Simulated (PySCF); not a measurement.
PySCF 2.14 output of a UHF calculation on a single atom or ion in x2c-SVPall (7s5p6d2f, 66 functions), with scalar relativity by spin-free X2C-1e:

```
SCF conv_tol = 1e-09
number electrons alpha = 40  beta = 37
cycle= 1 E= -17823.0718522897  delta_E= -0.00388  |g|= 0.0173  |ddm|= 0.0538
cycle= 2 E= -17823.0719402782  delta_E= -8.8e-05  |g|= 0.00283  |ddm|= 0.00825
cycle= 3 E= -17823.0719435818  delta_E= -3.3e-06  |g|= 0.00047  |ddm|= 0.00274
cycle= 4 E= -17823.0719437551  delta_E= -1.73e-07  |g|= 0.000206  |ddm|= 0.000449
cycle= 5 E= -17823.0719438129  delta_E= -5.78e-08  |g|= 1.69e-05  |ddm|= 0.000606
cycle= 6 E= -17823.0719438132  delta_E= -2.69e-10  |g|= 3.88e-06  |ddm|= 4.6e-05
converged SCF energy = -17823.0719438132  <S^2> = 3.7675582  2S+1 = 4.0087695
```

The run itself started from symmetry-adapted Hartree-Fock orbitals and held the occupation by maximum overlap, so the iterations belong to that start.

**Question.** Which element, charge and spin multiplicity is this?

**Answer.** Ir (iridium, neutral), multiplicity 4; the state was [Xe] 4f14 5d7 6s2, high-spin 4F determinant.

Spin-orbit coupling, absent here, splits the open shell strongly.
